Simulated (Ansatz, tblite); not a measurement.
Forces on In₇Sb₇ at its r2SCAN-D4/def2-SVP geometry. Total charge 0; singlet.

In the def2 sets In, Sb take a core potential; there is no spin–orbit coupling. The xTB rows come from tblite. Single mean-field runs in def2-TZVP are fitted with def2-universal-jkfit.

GFN1-xTB (tblite), largest force 1.58 eV/Å:

```xyz
14
positions Å, forces eV/Å
In    1.909    1.662    0.279   -0.938   -0.098   -0.704
Sb    1.854    2.720    2.819    1.061   -0.295    1.139
In   -0.359   -3.506    2.852    0.086    0.421   -0.749
Sb   -0.564   -0.719    1.489    0.206   -0.165   -0.281
In   -2.224    0.768   -0.330    0.649    0.012   -0.011
In   -0.366    3.522    1.534   -0.845    0.144   -0.528
Sb   -2.318    3.607   -0.454    0.572   -0.168   -0.821
In    1.712   -2.076    0.169   -0.577    0.313    0.298
Sb    0.685   -4.662    0.059    0.209   -0.589    0.189
Sb    3.022   -0.258   -1.499    0.386   -0.099   -0.435
In    0.212   -0.006   -2.211   -0.077    0.473    0.583
Sb    0.145    2.859   -1.765   -0.613   -0.328    0.920
In   -1.303   -2.744   -0.443    0.111    0.281    0.623
Sb   -2.405   -1.165   -2.497   -0.230    0.100   -0.223
```

PBE-D4/def2-TZVP (Ansatz), largest force 0.16 eV/Å:

```
In -0.006 -0.051 0.001
Sb 0.039 -0.057 0.059
In -0.016 0.026 0.052
Sb 0.060 0.137 0.059
In -0.018 0.009 0.041
In -0.075 0.000 -0.029
Sb -0.027 0.071 -0.039
In 0.058 0.013 0.024
Sb 0.040 -0.102 -0.057
Sb 0.052 -0.006 -0.039
In 0.010 -0.040 0.000
Sb -0.026 0.050 0.009
In -0.065 -0.031 -0.043
Sb -0.025 -0.019 -0.038
```

r2SCAN-D4/def2-TZVP (Ansatz), largest force 0.21 eV/Å:

```
In -0.025 0.006 0.017
Sb -0.111 0.004 -0.175
In 0.007 0.038 -0.080
Sb -0.017 -0.056 -0.078
In 0.083 0.007 -0.031
In 0.043 -0.080 -0.057
Sb 0.158 -0.092 0.035
In -0.077 -0.019 -0.050
Sb -0.029 0.156 0.016
Sb -0.142 -0.015 0.091
In -0.012 0.043 0.064
Sb -0.078 -0.060 0.102
In 0.087 0.038 0.013
Sb 0.114 0.031 0.132
```
